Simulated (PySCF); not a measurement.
# Germanium: a sound run and one with changed settings

Sound run: Ge⁺ [Ar] 3d10 4s2 4p1, Ge²⁺ [Ar] 3d10 4s2. Calculation: PySCF 2.14, in aug-cc-pVDZ-PP with ECP10MDF (5s4p3d, 32 functions); a scalar-relativistic core potential. In the sound run the correlated levels freeze 3s2 3p6 3d10 outside the core potential. The sound run starts from symmetry-adapted Hartree-Fock orbitals and uses a fine grid where one is needed.

Changed run: initial guess minao, at most 50 SCF cycles.

```
species   method  sound run (hartree)  changed run (hartree)  converged
    Ge⁺      UHF           -293.06941             -293.06941        yes
    Ge⁺    B3LYP           -294.27996             -294.27996        yes
    Ge⁺  CCSD(T)           -293.11612             -293.11612        yes
   Ge²⁺    M06-L           -293.70571             -293.70571        yes
   Ge²⁺      MP2           -292.53557             -292.53557        yes
```

Here the plain start reaches the same solutions.
